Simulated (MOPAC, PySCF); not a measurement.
C4H5Cl, SMILES `C=CC(=C)Cl` (C–C–C–Cl torsion 0°), neutral singlet in the gas phase. 

Cartesian coordinates (Å):
```xyz
10

C      1.7227     0.4145     0.5528
C      0.6287     0.3252    -0.2170
C     -0.6375    -0.2967     0.1405
C     -1.7005    -0.3539    -0.6785
Cl    -0.7528    -1.0037     1.7385
H      1.7431     0.0027     1.5622
H      2.6244     0.9040     0.1859
H      0.6384     0.7482    -1.2264
H     -1.6315     0.0855    -1.6742
H     -2.6351    -0.8258    -0.3837
```
Charge 0, multiplicity 1.

All levels are single points at this geometry (PBE-D3(BJ)/def2-TZVP); Pople sets use spherical d functions. Orbital energies aren't observables, and empty levels follow the basis.

```
level                          HOMO (eV)  LUMO (eV)  gap (eV)  dipole (D)  vertical IE, Delta-SCF (eV)
-----------------------------  ---------  ---------  --------  ----------  ---------------------------
PBE-D3(BJ)/def2-TZVP in PySCF      -6.02      -2.23      3.79        1.38                         8.89
B3LYP/3-21G in PySCF               -6.62      -1.08      5.54        1.78                            –
B3LYP/6-311+G** in PySCF           -6.86      -1.59      5.26        1.53                            –
B3LYP/6-31G* in PySCF              -6.52      -1.07      5.45        1.56                         8.77
B3LYP/LANL2DZ in PySCF             -6.76      -1.36      5.39        1.77                            –
BP86/6-31G* in PySCF               -5.82      -1.93      3.88        1.52                            –
M06-2X/6-31G* in PySCF             -7.93      -0.06      7.87        1.62                            –
SVWN5/6-31G* in PySCF              -5.87      -2.03      3.85        1.54                         8.94
HF/6-31G* in PySCF                 -8.97       2.92     11.89        1.76                            –
HF/STO-3G in PySCF                 -7.59       5.89     13.48        2.10                            –
PM3 in MOPAC                       -9.47      -0.12      9.35        0.98                            –
PM6 in MOPAC                       -9.72      -0.27      9.45        1.68                            –
PM7 in MOPAC                       -9.86      -0.44      9.42        1.99                            –
```
